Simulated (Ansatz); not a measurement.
input.yaml

```yaml
crystal:
  periodic: [false, false, false]
  atoms:
    - { symbol: Hf, position_ang: [-0.246228, -0.423665, 0.169927] }
    - { symbol: Cl, position_ang: [-0.090618, -0.199856, 2.558016] }
    - { symbol: O, position_ang: [1.528459, -0.539206, -0.579862] }
    - { symbol: H, position_ang: [2.354688, -0.634157, -1.066839] }
    - { symbol: O, position_ang: [-1.190575, 1.096015, -0.555089] }
    - { symbol: H, position_ang: [-1.563898, 1.838912, -1.04241] }
    - { symbol: O, position_ang: [-1.2227, -2.039658, -0.228553] }
    - { symbol: H, position_ang: [-1.741921, -2.771897, -0.579912] }
    - { symbol: H, position_ang: [1.715347, 2.808682, 1.17852] }
    - { symbol: H, position_ang: [1.428946, 2.328231, 1.702002] }
basis:
  gaussian: { orbitals: def2-SVP }
hamiltonian:
  xc: revpbe
  dispersion: d4
neb:
  order_check: false
  images: 5
  f_tol: 0.05
  max_iterations: 60
  final_atoms:
    - { symbol: Hf, position_ang: [0.1979711, -0.5474982, -0.11264439] }
    - { symbol: Cl, position_ang: [1.23253507, -0.14327717, 2.01871367] }
    - { symbol: O, position_ang: [1.47627141, -1.41752597, -1.27044716] }
    - { symbol: H, position_ang: [2.03033866, -1.71185552, -2.00319124] }
    - { symbol: O, position_ang: [-0.34450811, 1.13712327, -0.8808522] }
    - { symbol: H, position_ang: [-0.76159753, 1.90188776, -1.29578909] }
    - { symbol: O, position_ang: [-1.34280829, -1.68237253, 0.14478592] }
    - { symbol: H, position_ang: [-2.06821398, -2.31701071, 0.10671048] }
    - { symbol: H, position_ang: [0.14775342, 3.48287768, 2.41097334] }
    - { symbol: H, position_ang: [0.40375826, 2.7610524, 2.43754067] }
  initial_path:
    images:
      - { positions_ang: [[-0.246228, -0.423665, 0.169927], [-0.090618, -0.199856, 2.558016], [1.528459, -0.539206, -0.579862], [2.354688, -0.634157, -1.066839], [-1.190575, 1.096015, -0.555089], [-1.563898, 1.838912, -1.04241], [-1.2227, -2.039658, -0.228553], [-1.741921, -2.771897, -0.579912], [1.715347, 2.808682, 1.17852], [1.428946, 2.328231, 1.702002]] }
      - { positions_ang: [[-0.16468139, -0.28286136, 0.11401804], [-0.05143823, -0.12566851, 2.6626635], [1.66679539, -0.36207205, -0.6220501], [2.32258677, -0.74309604, -0.98399477], [-1.1213297, 1.2914865, -0.60054845], [-1.69022396, 1.70936503, -0.99574343], [-1.1431118, -1.9249895, -0.37345259], [-1.63827779, -2.56616551, -0.34744557], [1.52131199, 2.4405502, 1.00389439], [1.26986871, 2.02685225, 1.69845897]] }
      - { positions_ang: [[-0.08313478, -0.14205772, 0.05810908], [-0.01225847, -0.05148102, 2.76731099], [1.80513179, -0.18493811, -0.66423819], [2.29048555, -0.85203507, -0.90115054], [-1.05208439, 1.48695799, -0.6460079], [-1.81654992, 1.57981806, -0.94907685], [-1.0635236, -1.810321, -0.51835217], [-1.53463457, -2.36043401, -0.11497914], [1.32727697, 2.07241839, 0.82926878], [1.11079142, 1.7254735, 1.69491594]] }
      - { positions_ang: [[-0.00158816, -0.00125408, 0.00220012], [0.0269213, 0.02270646, 2.87195849], [1.94346818, -0.00780416, -0.70642629], [2.25838432, -0.96097411, -0.81830631], [-0.98283909, 1.68242949, -0.69146735], [-1.94287588, 1.45027108, -0.90241028], [-0.9839354, -1.6956525, -0.66325176], [-1.43099136, -2.15470252, 0.11748729], [1.13324196, 1.70428659, 0.65464318], [0.95171413, 1.42409475, 1.6913729]] }
      - { positions_ang: [[0.06493159, -0.18333545, -0.03608138], [0.42879256, -0.03262141, 2.58754355], [1.78773592, -0.47771143, -0.89443324], [2.1823691, -1.21126791, -1.21326795], [-0.7700621, 1.50066075, -0.75459564], [-1.54911643, 1.60080998, -1.03353655], [-1.1035597, -1.69122584, -0.39390587], [-1.6433989, -2.20880525, 0.11389502], [0.80474578, 2.29715029, 1.24008656], [0.76906217, 1.8697473, 1.94009549]] }
      - { positions_ang: [[0.13145134, -0.36541682, -0.07436288], [0.83066381, -0.08794929, 2.30312861], [1.63200366, -0.9476187, -1.0824402], [2.10635388, -1.46156172, -1.60822959], [-0.5572851, 1.31889201, -0.81772392], [-1.15535698, 1.75134887, -1.16466282], [-1.22318399, -1.68679919, -0.12455997], [-1.85580644, -2.26290798, 0.11030275], [0.4762496, 2.89001398, 1.82552995], [0.58641022, 2.31539985, 2.18881808]] }
      - { positions_ang: [[0.1979711, -0.5474982, -0.11264439], [1.23253507, -0.14327717, 2.01871367], [1.47627141, -1.41752597, -1.27044716], [2.03033866, -1.71185552, -2.00319124], [-0.34450811, 1.13712327, -0.8808522], [-0.76159753, 1.90188776, -1.29578909], [-1.34280829, -1.68237253, 0.14478592], [-2.06821398, -2.31701071, 0.10671048], [0.14775342, 3.48287768, 2.41097334], [0.40375826, 2.7610524, 2.43754067]] }
```

Launched with:

```bash
$ ansatz run input.yaml --threads 4 --pin off --max-ram 5120MiB --backend cpu --events-out ev --progress --plain --runs-dir out
```

Hardware: 4 threads of Arm Neoverse V1 (shared host).

**Question.** Roughly how long does this run take, and how much memory?

**Answer.** 5.7 min, with a peak of 0.18 GiB, for 41 band iterations.
